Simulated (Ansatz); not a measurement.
One change: `Cl[SiH2]CI` becomes `F[SiH2]C[SiH2]Cl`.

Ansatz, PBE0-D4/def2-TZVP geometries, multiplicity 1. Each molecule was computed in one conformer, which needn't be the lowest.

Elements past krypton have def2 core potentials.

```csv
property,`Cl[SiH2]CI`
HOMO–LUMO gap (PBE0/def2-TZVPP) / eV,6.17
size of the dipole moment (ωB97M-V/def2-TZVPP) / D,1.93
HOMO–LUMO gap (PBE/def2-TZVPP) / eV,4.14
LUMO energy (PBE0/def2-TZVPP) / eV,-1.24
LUMO energy (PBE/def2-TZVPP) / eV,-2.13
HOMO energy (ωB97M-V/def2-TZVPP) / eV,-9.57
```

Give the same properties after the change, and the shifts. (Best estimate.)

Computed: 
| property | `F[SiH2]C[SiH2]Cl` | shift |
| --- | --- | --- |
| HOMO–LUMO gap (PBE0/def2-TZVPP) / eV | 8.33 | 2.16 |
| size of the dipole moment (ωB97M-V/def2-TZVPP) / D | 0.61 | -1.32 |
| HOMO–LUMO gap (PBE/def2-TZVPP) / eV | 6.11 | 1.97 |
| LUMO energy (PBE0/def2-TZVPP) / eV | -0.56 | 0.68 |
| LUMO energy (PBE/def2-TZVPP) / eV | -1.43 | 0.70 |
| HOMO energy (ωB97M-V/def2-TZVPP) / eV | -11.10 | -1.53 |

With PBE0 the HOMO falls by 1.48 eV and the LUMO rises by 0.68 eV, so the gap widens by about 2.16 eV. PBE moves the HOMO by -1.27 eV and ωB97M-V by -1.53 eV. Dipoles are sizes alone; their direction can turn.

Spin–orbit coupling is left out; it splits and shifts lone-pair levels of the heavy atoms by tenths of an eV.
